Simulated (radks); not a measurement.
Question: The mean radii <r> (bohr) of the occupied orbitals of an atom or ion are listed with their occupations. All-electron calculation, non-relativistic Kohn-Sham, r2SCAN, spin-polarised, spherical densities, point nucleus; meta-GGA in the generalised Kohn-Sham scheme. Program: a radial shooting solver on a logarithmic mesh with Libxc functionals.

| orbital | occ. | <r> |
|---|---|---|
| 1s | 2 | 0.03815 |
| 2s | 2 | 0.1672 |
| 2p | 6 | 0.1437 |
| 3s | 2 | 0.4686 |
| 3p | 6 | 0.4662 |
| 3d | 10 | 0.4510 |
| 4s | 2 | 1.217 |
| 4p | 6 | 1.322 |

Name the element and its charge. Open shells, if any, are filled with parallel spins first.

Answer: Z = 40, zirconium, charge +4: Zr4+ in [Kr]. The 1s radius gives Z: for a bare nucleus <r> = 1.5/Z, 0.0375 bohr for Z = 40, and screening makes it slightly larger (0.03815 here). The occupations add up to 36, and the charge is Z minus that.
